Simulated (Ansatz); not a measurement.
Computed with Ansatz.

A structure relaxed at PBE0-D4/def2-TZVP, charge 0, multiplicity 1:

Cartesian coordinates in Å:
```
C -0.1676 -0.7779 -1.2018
Ga 0.2007 0.2746 0.3968
S -1.3129 0.9836 1.8189
Br 2.3643 0.8662 0.9116
H 0.3725 -1.7246 -1.1456
H -1.2345 -0.9754 -1.3047
H 0.1873 -0.2378 -2.0813
H -0.4099 1.5912 2.6061
```

Problem. Give its formula and SMILES.

Solution. CH4BrGaS, `[CH3][Ga]([SH])[Br]`.

Problem. Point group (tolerance 0.08 Å, 0.16 Å for H)?

Solution. Cs.

Problem. Summarise the bond lengths by kind.

Solution. 1 × C–Ga 1.949 Å; 3 × C–H 1.090 to 1.091 Å; 1 × Ga–S 2.195 Å; 1 × Br–Ga 2.301 Å; 1 × H–S 1.343 Å.
